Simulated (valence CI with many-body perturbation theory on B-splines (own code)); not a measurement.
# E1 transitions of La XLIII

Level of theory: valence CI with perturbative core correlation (CI+MBPT): five valence electrons over a frozen Dirac-Fock core [Ne], a basis of 11 s, 11 p, 10 d, 8 f, 5 g, 2 h functions for each j, with the one-electron correlation potential Σ1 (screened to all orders), the two-electron term Σ2, the three-electron term Σ3, Breit, model QED; selected single and double excitations, second order for the rest, scaled by the run's own slope (own B-spline code, finite nucleus).

The last digits are not significant, and no measured levels were compared; by estimate large intervals hold to a few tenths of a per cent, small ones and those within an open d or f shell to about a per cent. Among the levels kept, up to 3200 cm⁻¹ of a level comes from second order outside the variational space, and about a tenth of that is noise between levels of different J, which matters for small intervals.

Lines 201 to 250 of 568 in falling wavelength, among levels below 627.06 eV, chosen from the strongest by gf and those to the six lowest levels. Wavelengths and rates use the calculated energies. Electric multipoles are in the length gauge, E1 and E2 with the static RPA response of the core. Weak lines are less certain than strong ones. Lines between different terms over intervals too small for the method are left out, as are lines whose strength nearly cancels. The highest levels of a list are the least certain.

Levels are named by their leading jj configuration (3d3/2^4 stands for four electrons in 3d with j = 3/2), which in mixed levels can hold well under half, so a name can repeat and another be missing. Letters in brackets count levels of one name in rising energy.

| λ vac (nm) | Upper | Lower | A (s⁻¹) | S (a.u.) with core polarisation | S without |
| --- | --- | --- | --- | --- | --- |
| 5.684 | (3s^2 3p3/2 3d3/2 3d5/2) J=3/2 [c] | (3s^2 3p3/2^2 3d3/2) J=1/2 | 2.64e+11 | 9.56e-02 | 9.73e-02 |
| 5.683 | (3s^2 3p1/2 3d3/2 3d5/2) J=3/2 | (3s^2 3p1/2 3p3/2 3d3/2) J=3/2 [a] | 1.35e+11 | 4.88e-02 | 4.97e-02 |
| 5.677 | (3s 3p1/2 3p3/2^2 3d5/2) J=5/2 [c] | (3s^2 3p1/2 3p3/2 3d5/2) J=3/2 [b] | 4.09e+10 | 2.21e-02 | 2.25e-02 |
| 5.676 | (3s 3p1/2 3p3/2 3d3/2^2) J=1/2 | (3s 3p1/2^2 3p3/2 3d3/2) J=1/2 [b] | 5.53e+10 | 9.98e-03 | 1.02e-02 |
| 5.669 | (3s^2 3p1/2 3p3/2 3d5/2) J=1/2 | (3s^2 3p1/2 3p3/2^2) J=3/2 | 8.28e+10 | 1.49e-02 | 1.52e-02 |
| 5.667 | (3s 3p1/2 3p3/2^3) J=3/2 [a] | (3s^2 3p1/2 3p3/2^2) J=5/2 | 3.07e+10 | 1.10e-02 | 1.12e-02 |
| 5.665 | (3s 3p1/2 3p3/2^2 3d3/2) J=7/2 [a] | (3s^2 3p1/2 3p3/2 3d3/2) J=5/2 [a] | 8.53e+10 | 6.12e-02 | 6.23e-02 |
| 5.661 | (3s 3p1/2^2 3p3/2 3d5/2) J=3/2 [a] | (3s^2 3p1/2^2 3d5/2) J=5/2 | 2.95e+10 | 1.06e-02 | 1.08e-02 |
| 5.659 | (3s 3p1/2^2 3p3/2 3d5/2) J=5/2 [b] | (3s 3p1/2^2 3p3/2^2) J=5/2 | 4.60e+10 | 2.47e-02 | 2.51e-02 |
| 5.652 | (3s^2 3p1/2 3d3/2 3d5/2) J=1/2 | (3s^2 3p1/2 3p3/2 3d3/2) J=1/2 [a] | 2.77e+11 | 4.93e-02 | 5.02e-02 |
| 5.651 | (3s 3p1/2 3p3/2^2 3d3/2) J=5/2 [c] | (3s^2 3p1/2 3p3/2 3d5/2) J=3/2 [a] | 2.53e+10 | 1.35e-02 | 1.38e-02 |
| 5.650 | (3s 3p1/2 3p3/2^2 3d5/2) J=9/2 [c] | (3s^2 3p1/2 3p3/2 3d5/2) J=9/2 | 1.11e+11 | 9.87e-02 | 1.00e-01 |
| 5.648 | (3s 3p1/2 3p3/2^2 3d5/2) J=5/2 [e] | (3s 3p1/2 3p3/2^3) J=3/2 [a] | 9.95e+10 | 5.31e-02 | 5.40e-02 |
| 5.644 | (3s^2 3p1/2 3d5/2^2) J=1/2 | (3s^2 3p1/2 3p3/2 3d5/2) J=3/2 [b] | 1.75e+11 | 3.11e-02 | 3.16e-02 |
| 5.643 | (3s 3p1/2 3p3/2^2 3d3/2) J=7/2 [c] | (3s^2 3p1/2 3p3/2 3d5/2) J=5/2 [a] | 6.78e+10 | 4.81e-02 | 4.89e-02 |
| 5.643 | (3s^2 3p1/2 3d5/2^2) J=7/2 | (3s^2 3p1/2 3p3/2 3d3/2) J=5/2 [b] | 3.90e+10 | 2.77e-02 | 2.82e-02 |
| 5.626 | (3s^2 3p3/2 3d3/2 3d5/2) J=5/2 [d] | (3s^2 3p3/2^2 3d3/2) J=3/2 [a] | 1.14e+11 | 6.02e-02 | 6.13e-02 |
| 5.625 | (3s 3p1/2 3p3/2^2 3d5/2) J=3/2 [b] | (3s^2 3p1/2 3p3/2 3d5/2) J=5/2 [b] | 3.26e+10 | 1.15e-02 | 1.17e-02 |
| 5.623 | (3s 3p1/2 3p3/2^2 3d5/2) J=9/2 [d] | (3s^2 3p1/2 3p3/2 3d5/2) J=7/2 [b] | 1.20e+11 | 1.05e-01 | 1.07e-01 |
| 5.619 | (3s 3p1/2 3p3/2^2 3d5/2) J=9/2 [b] | (3s^2 3p1/2 3p3/2 3d3/2) J=7/2 | 4.21e+10 | 3.68e-02 | 3.75e-02 |
| 5.618 | (3s^2 3p3/2 3d3/2 3d5/2) J=1/2 [b] | (3s^2 3p3/2^2 3d5/2) J=1/2 | 9.36e+10 | 1.64e-02 | 1.67e-02 |
| 5.616 | (3s 3p1/2^2 3p3/2 3d5/2) J=3/2 [b] | (3s 3p1/2^2 3p3/2^2) J=5/2 | 5.10e+10 | 1.78e-02 | 1.82e-02 |
| 5.616 | (3s 3p1/2 3p3/2^2 3d5/2) J=5/2 [c] | (3s^2 3p1/2 3p3/2 3d5/2) J=5/2 [b] | 9.50e+10 | 4.98e-02 | 5.07e-02 |
| 5.616 | (3s 3p1/2 3p3/2^2 3d5/2) J=5/2 [a] | (3s^2 3p1/2 3p3/2 3d3/2) J=3/2 [b] | 2.11e+10 | 1.11e-02 | 1.13e-02 |
| 5.612 | (3p1/2^2 3p3/2^2 3d3/2) J=3/2 | (3s 3p1/2^2 3p3/2 3d3/2) J=3/2 [b] | 7.27e+10 | 2.54e-02 | 2.58e-02 |
| 5.608 | (3s 3p3/2^3 3d3/2) J=3/2 | (3s^2 3p3/2^2 3d5/2) J=1/2 | 5.62e+10 | 1.96e-02 | 1.99e-02 |
| 5.608 | (3s^2 3p3/2 3d3/2 3d5/2) J=5/2 [d] | (3s^2 3p3/2^2 3d3/2) J=7/2 | 3.68e+10 | 1.92e-02 | 1.96e-02 |
| 5.591 | (3s 3p1/2^2 3p3/2 3d5/2) J=7/2 [a] | (3s^2 3p1/2^2 3d5/2) J=5/2 | 2.50e+10 | 1.73e-02 | 1.76e-02 |
| 5.579 | (3s 3p3/2^3 3d3/2) J=1/2 | (3s^2 3p3/2^2 3d3/2) J=3/2 [a] | 2.31e+11 | 3.95e-02 | 4.02e-02 |
| 5.579 | (3s 3p3/2^3 3d3/2) J=1/2 | (3s^2 3p3/2^2 3d3/2) J=1/2 | 9.88e+10 | 1.69e-02 | 1.72e-02 |
| 5.569 | (3s 3p1/2 3p3/2^2 3d3/2) J=9/2 | (3s^2 3p1/2 3p3/2 3d3/2) J=7/2 | 1.20e+11 | 1.02e-01 | 1.04e-01 |
| 5.555 | (3s 3p1/2 3p3/2^2 3d5/2) J=1/2 [c] | (3s 3p1/2 3p3/2^3) J=3/2 [a] | 9.34e+10 | 1.58e-02 | 1.61e-02 |
| 5.555 | (3s 3p1/2 3p3/2^2 3d3/2) J=7/2 [c] | (3s^2 3p1/2 3p3/2 3d3/2) J=5/2 [b] | 1.53e+11 | 1.03e-01 | 1.05e-01 |
| 5.554 | (3s 3p1/2 3p3/2^2 3d5/2) J=1/2 [b] | (3s^2 3p1/2 3p3/2 3d5/2) J=3/2 [a] | 1.49e+11 | 2.52e-02 | 2.56e-02 |
| 5.552 | (3s 3p1/2 3p3/2^2 3d5/2) J=5/2 [d] | (3s^2 3p1/2 3p3/2 3d5/2) J=3/2 [b] | 7.82e+10 | 3.96e-02 | 4.04e-02 |
| 5.545 | (3s 3p1/2^2 3p3/2 3d3/2) J=3/2 [b] | (3s^2 3p1/2^2 3d3/2) J=3/2 | 7.71e+10 | 2.59e-02 | 2.64e-02 |
| 5.530 | (3s^2 3p3/2 3d5/2^2) J=7/2 [b] | (3s^2 3p3/2^2 3d5/2) J=7/2 | 1.91e+10 | 1.28e-02 | 1.30e-02 |
| 5.528 | (3s^2 3p3/2 3d5/2^2) J=3/2 [a] | (3s^2 3p3/2^2 3d5/2) J=1/2 | 3.60e+10 | 1.20e-02 | 1.22e-02 |
| 5.527 | (3s^2 3p1/2 3d5/2^2) J=7/2 | (3s^2 3p1/2 3p3/2 3d5/2) J=7/2 [a] | 1.78e+11 | 1.19e-01 | 1.21e-01 |
| 5.521 | (3p1/2^2 3p3/2^2 3d3/2) J=7/2 | (3s 3p1/2^2 3p3/2 3d3/2) J=5/2 [b] | 1.90e+11 | 1.26e-01 | 1.28e-01 |
| 5.514 | (3s 3p1/2 3p3/2^2 3d5/2) J=3/2 [d] | (3s 3p1/2 3p3/2^3) J=3/2 [a] | 8.17e+10 | 2.71e-02 | 2.75e-02 |
| 5.508 | (3s 3p1/2 3p3/2^2 3d5/2) J=3/2 [c] | (3s^2 3p1/2 3p3/2 3d5/2) J=1/2 | 1.37e+11 | 4.52e-02 | 4.60e-02 |
| 5.505 | (3s 3p1/2 3p3/2^2 3d5/2) J=7/2 [d] | (3s^2 3p1/2 3p3/2 3d5/2) J=5/2 [b] | 5.87e+10 | 3.86e-02 | 3.94e-02 |
| 5.496 | (3s 3p1/2 3p3/2^2 3d5/2) J=5/2 [b] | (3s^2 3p1/2 3p3/2 3d3/2) J=3/2 [b] | 4.24e+10 | 2.08e-02 | 2.12e-02 |
| 5.493 | (3s^2 3p3/2 3d5/2^2) J=3/2 [b] | (3s^2 3p3/2^2 3d3/2) J=3/2 [b] | 7.55e+10 | 2.47e-02 | 2.52e-02 |
| 5.479 | (3s^2 3p1/2 3d5/2^2) J=5/2 | (3s^2 3p1/2 3p3/2 3d3/2) J=7/2 | 2.00e+10 | 9.72e-03 | 9.91e-03 |
| 5.464 | (3s^2 3p1/2 3d3/2 3d5/2) J=7/2 [b] | (3s^2 3p1/2 3p3/2 3d3/2) J=5/2 [a] | 2.12e+10 | 1.36e-02 | 1.39e-02 |
| 5.463 | (3s^2 3p3/2 3d3/2 3d5/2) J=1/2 [b] | (3s^2 3p3/2^2 3d3/2) J=1/2 | 1.72e+11 | 2.77e-02 | 2.82e-02 |
| 5.455 | (3s 3p1/2 3p3/2^2 3d5/2) J=7/2 [d] | (3s^2 3p1/2 3p3/2 3d5/2) J=7/2 [b] | 2.80e+10 | 1.80e-02 | 1.83e-02 |
| 5.455 | (3s 3p3/2^3 3d3/2) J=3/2 | (3s^2 3p3/2^2 3d3/2) J=3/2 [a] | 1.25e+11 | 4.00e-02 | 4.07e-02 |
